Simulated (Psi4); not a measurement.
C₄F₅ (SMILES FC(F)=[C]C(F)=C(F)F), doublet, geometry from GFN2-xTB, with bond 1-2 at 1.3 times its length; PBE0/pcseg-1 in Psi4.

Psi4 was given this input:
```
memory 2 GB

molecule {
0 2
F     3.01908650    1.13274833    0.22160399
C     1.86621234   -0.12970003    0.44673461
F     2.38997822   -1.05521826    1.23957711
C     0.66828368   -0.14622884   -0.03593613
C    -0.54593179   -0.20717033   -0.61192545
F    -0.67920932   -0.79433365   -1.81482069
C    -1.71329410    0.29617516   -0.06241471
F    -2.89647638    0.23277077   -0.63157634
F    -1.75084455    0.89998307    1.10895717
}

set {
  basis pcseg-1
  reference uks
  dft_pruning_scheme treutler
}

energy('pbe0')
print_variables()
```

Output, abridged:

```
   => Loading Basis Set <=

    Name: PCSEG-1
    Role: ORBITAL
    Keyword: BASIS

         ---------------------------------------------------------
                                   SCF
               by Justin Turney, Rob Parrish, Andy Simmonett
                          and Daniel G. A. Smith
                              UKS Reference
         ---------------------------------------------------------

  ==> Geometry <==

    Molecular point group: c1
    Full point group: C1

    Geometry (in Angstrom), charge = 0, multiplicity = 2:

       Center              X                  Y                   Z               Mass
    ------------   -----------------  -----------------  -----------------  -----------------
         F            2.985019809855     1.093170579991     0.227279930646    18.998403162730
         C            1.832145649855    -0.169277780009     0.452410550646    12.000000000000
         F            2.355911529855    -1.094796010009     1.245253050646    18.998403162730
         C            0.634216989855    -0.185806590009    -0.030260189354    12.000000000000
         C           -0.579998480145    -0.246748080009    -0.606249509354    12.000000000000
         F           -0.713276010145    -0.833911400009    -1.809144749354    18.998403162730
         C           -1.747360790145     0.256597409991    -0.056738769354    12.000000000000
         F           -2.930543070145     0.193193019991    -0.625900399354    18.998403162730
         F           -1.784911240145     0.860405319991     1.114633110646    18.998403162730

  Running in c1 symmetry.

  Rotational constants: A =      0.09219  B =      0.02495  C =      0.02272 [cm^-1]
  Rotational constants: A =   2763.82473  B =    747.97178  C =    681.23208 [MHz]
  Nuclear repulsion =  420.780682137740087

  Charge       = 0
  Multiplicity = 2
  Electrons    = 69
  Nalpha       = 35
  Nbeta        = 34

  ==> Algorithm <==

  SCF Algorithm Type is DF.
  DIIS enabled.
  MOM disabled.
  Fractional occupation disabled.
  Guess Type is SAD.
  Energy threshold   = 1.00e-06
  Density threshold  = 1.00e-06
  Integral threshold = 1.00e-12

  ==> Primary Basis <==

  Basis Set: PCSEG-1
    Blend: PCSEG-1
    Number of shells: 54
    Number of basis functions: 126
    Number of Cartesian functions: 135
    Spherical Harmonics?: true
    Max angular momentum: 2

  ==> DFT Potential <==

   => LibXC <=

    Version 7.1.2
    S. Lehtola, C. Steigemann, M. J. T. Oliveira, and M. A. L. Marques,  SoftwareX 7, 1–5 (2018) (10.1016/j.softx.2017.11.002)

   => Composite Functional: PBE0 <=

    PBE0 Hyb-GGA Exchange-Correlation Functional

    C. Adamo and V. Barone,  J. Chem. Phys. 110, 6158 (1999) (10.1063/1.478522)
    M. Ernzerhof and G. E. Scuseria,  J. Chem. Phys. 110, 5029 (1999) (10.1063/1.478401)

    Deriv               =              1
    GGA                 =           TRUE
    Meta                =          FALSE

    Exchange Hybrid     =           TRUE
    MP2 Hybrid          =          FALSE

   => Exchange Functionals <=

    0.7500   Perdew, Burke & Ernzerhof

   => Exact (HF) Exchange <=

    0.2500               HF

   => Correlation Functionals <=

    1.0000   Perdew, Burke & Ernzerhof

   => LibXC Density Thresholds  <==

    XC_HYB_GGA_XC_PBEH:  1.00E-15

   => Molecular Quadrature <=

    Radial Scheme          =       TREUTLER
    Pruning Scheme         =       TREUTLER
    Pruning Type           =         REGION
    Nuclear Scheme         =       TREUTLER

    Blocking Scheme        =         OCTREE
    BS radius alpha        =              1
    Pruning alpha          =              1
    Radial Points          =             75
    Spherical Points       =            302
    Total Points           =         106155
    Total Blocks           =            913
    Max Points             =            256
    Max Functions          =            111
    Weights Tolerance      =       1.00E-15

   => Loading Basis Set <=

    Name: (PCSEG-1 AUX)
[...]

  ==> Iterations <==

                           Total Energy        Delta E     RMS |[F,P]|

   @DF-UKS iter SAD:  -650.07844347391756   -6.50078e+02   0.00000e+00
   @DF-UKS iter   1:  -650.39891403624438   -3.20471e-01   5.53725e-03 DIIS/ADIIS
   @DF-UKS iter   2:  -650.00421682709452    3.94697e-01   8.79913e-03 DIIS/ADIIS
   @DF-UKS iter   3:  -650.63334528268922   -6.29128e-01   1.33102e-03 DIIS/ADIIS
   @DF-UKS iter   4:  -650.64540392840740   -1.20586e-02   5.91033e-04 DIIS/ADIIS
   @DF-UKS iter   5:  -650.64739697330333   -1.99304e-03   3.69629e-04 DIIS/ADIIS
   @DF-UKS iter   6:  -650.64854131160860   -1.14434e-03   1.18103e-04 DIIS/ADIIS
   @DF-UKS iter   7:  -650.64874656257075   -2.05251e-04   8.26225e-05 DIIS
   @DF-UKS iter   8:  -650.64885902297533   -1.12460e-04   2.68729e-05 DIIS
   @DF-UKS iter   9:  -650.64886834794174   -9.32497e-06   1.55728e-05 DIIS
   @DF-UKS iter  10:  -650.64887156818497   -3.22024e-06   6.08507e-06 DIIS
   @DF-UKS iter  11:  -650.64887303131684   -1.46313e-06   5.11425e-06 DIIS
   @DF-UKS iter  12:  -650.64887377173113   -7.40414e-07   1.99689e-06 DIIS
   @DF-UKS iter  13:  -650.64887401849171   -2.46761e-07   1.10347e-06 DIIS
   @DF-UKS iter  14:  -650.64887404694286   -2.84512e-08   5.56586e-07 DIIS
  Energy and wave function converged.

  ==> Post-Iterations <==

   Electrons on quadrature grid:
      Nalpha   =   35.0000162059 ; deviation = 1.621e-05
      Nbeta    =   34.0000153758 ; deviation = 1.538e-05
      Ntotal   =   69.0000315816 ; deviation = 3.158e-05

   @Spin Contamination Metric:   2.943460811E-02
   @S^2 Expected:                7.500000000E-01
   @S^2 Observed:                7.794346081E-01
   @S   Expected:                5.000000000E-01
   @S   Observed:                5.000000000E-01

    Orbital Energies [Eh]
    ---------------------

    Alpha Occupied:

[...]
    Alpha Virtual:

[...]
     126A      3.502626

    Beta Occupied:

[...]
      34A     -0.334282

    Beta Virtual:

[...]
    Final Occupation by Irrep:
              A
    DOCC [    34 ]
    SOCC [     1 ]
    NA   [    35 ]
    NB   [    34 ]

  @DF-UKS Final Energy:  -650.64887404694286

   => Energetics <=

    Nuclear Repulsion Energy =            420.7806821377400865
    One-Electron Energy =               -1735.7711144482302643
    Two-Electron Energy =                 719.7604271553159379
    DFT Exchange-Correlation Energy =     -55.4188688917685823
    Empirical Dispersion Energy =           0.0000000000000000
    VV10 Nonlocal Energy =                  0.0000000000000000
    Total Energy =                       -650.6488740469428649

  UHF NO Occupations:
  HONO-2 :   33  A 1.9989160
  HONO-1 :   34  A 1.9881084
  HONO-0 :   35  A 1.0000000
  LUNO+0 :   36  A 0.0118916
  LUNO+1 :   37  A 0.0010840
  LUNO+2 :   38  A 0.0008483
  LUNO+3 :   39  A 0.0003943

Computation Completed

Properties will be evaluated at   0.000000,   0.000000,   0.000000 [a0]

Properties computed using the SCF density matrix

 Multipole Moments:

 ------------------------------------------------------------------------------------
     Multipole            Electronic (a.u.)      Nuclear  (a.u.)        Total (a.u.)
 ------------------------------------------------------------------------------------

 L = 1.  Multiply by 2.5417464519 to convert [e a0] to [Debye]
 Dipole X            :         -1.2185778            0.0828255           -1.1357522
 Dipole Y            :         -0.1438381           -0.2057093           -0.3495474
 Dipole Z            :          0.2512441           -0.1435039            0.1077402
 Magnitude           :                                                    1.1931993

 ------------------------------------------------------------------------------------

  Variable Map:
  ----------------------------------------------------------------------------
[...]
  Array Variable Map:
  ----------------------------------------------------------------------------
[...]
[...]
```
